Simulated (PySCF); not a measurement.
C8H6. Atoms are numbered in the order given.

```xyz
14

C     -0.0651    -2.1715     0.0000
C      1.0957    -1.4760     0.0000
C      0.7338    -0.0383     0.0000
C      1.2284     1.2184     0.0000
C      0.0651     2.1715     0.0000
C     -1.0957     1.4760     0.0000
C     -0.7338     0.0383     0.0000
C     -1.2284    -1.2184     0.0000
H     -0.1665    -3.2586     0.0000
H      2.1046    -1.8896     0.0000
H      2.2763     1.5276     0.0000
H      0.1665     3.2586     0.0000
H     -2.1046     1.8896     0.0000
H     -2.2763    -1.5276     0.0000
```
Charge 0, spin multiplicity 1.

Geometry: ωB97X-D3(BJ)/def2-SVP.

All values below come from PBE/pcSseg-1 run with PySCF.

GIAO shieldings, no solvent; atoms listed in one row are averaged. δ = σ(ref) − σ: ¹³C against TMS (σ = 182.0 ppm); ¹H against TMS (σ = 31.49 ppm), references at their B3LYP-D3(BJ)/def2-TZVP geometries, non-relativistic.

Computed chemical shifts:
| nucleus | atoms | count | δ (ppm) |
|---|---|---|---|
| ¹³C | C3, C7 | 2 | 160.9 |
| ¹³C | C4, C8 | 2 | 147.1 |
| ¹³C | C1, C5 | 2 | 143.6 |
| ¹³C | C2, C6 | 2 | 137.0 |
| ¹H | H11, H14 | 2 | 5.07 |
| ¹H | H10, H13 | 2 | 4.96 |
| ¹H | H9, H12 | 2 | 4.87 |
